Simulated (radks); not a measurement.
Question: These are the eigenvalues of the occupied orbitals of an atom or ion with whole-number occupations (eV). All-electron calculation, non-relativistic Kohn-Sham, PBE, spin-polarised, spherical densities, point nucleus. Program: a radial shooting solver on a logarithmic mesh with Libxc functionals.

| orbital | eigenvalue |
|---|---|
| 1s up | -30419.42 |
| 1s down | -30417.19 |
| 2s up | -6425.384 |
| 2s down | -6422.268 |
| 2p up | -6193.323 |
| 2p down | -6190.676 |
| 3s up | -2648.518 |

Which element is it, and in what charge state? The configuration may be excited. Open shells, if any, are filled with parallel spins first.

Answer: Z = 50, tin, charge +39: Sn39+ in [Ne] 3s1. The list shows which subshells hold electrons but not how many an open one holds; the 1s level, -1117.9 hartree, gives Z - s = 47.3 by -(Z - s)^2/2, which with screening narrows Z to a few neighbours, and the depths of the outer levels then fix element, charge and occupations together.
